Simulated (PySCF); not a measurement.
A GIAO shielding run with PySCF (density fitting, non-relativistic, gas phase) on SMILES [SiH3]c1cnnn1C1CC1, C$_{5}$H$_{9}$N$_{3}$Si:

```
$ OMP_NUM_THREADS=1 python probes_run.py task.json out

{"job": {"kind": "nmr", "xc": "PBE0", "basis": "pcSseg-1"}, "charge": 0, "multiplicity": 1}
Si     2.103347    -1.390497     0.488189
C      1.382108     0.241892    -0.060584
C      1.987222     1.386078    -0.560132
N      1.044454     2.297918    -0.830728
N     -0.102851     1.806744    -0.535810
N      0.065123     0.577163    -0.068540
C     -1.037011    -0.226663     0.317955
C     -2.368709     0.433711     0.505808
C     -2.141520    -0.453426    -0.677832
H      1.362120    -2.475287    -0.162560
H      3.507281    -1.406609     0.093074
H      1.958594    -1.504053     1.943189
H      3.026270     1.581919    -0.726415
H     -0.743947    -1.037815     0.972011
H     -2.406023     1.497042     0.329534
H     -2.999173     0.084409     1.308331
H     -2.609133    -1.425387    -0.705122
H     -2.036913     0.019179    -1.642024
```

Hardware: 1 thread of an Arm Neoverse V2, shared host. The job also computes population analyses, field gradients, ring-centre shieldings.

(1) How large is the calculation?

(2) How long does it take, and how much memory does it need?

Results:

(1) 74 electrons, 205 basis functions and 1070 auxiliary functions.

(2) 31 s of wall time, with 14 SCF cycles and 5 response iterations; peak memory 0.93 GiB. Times on a shared host scatter by some tens of per cent.
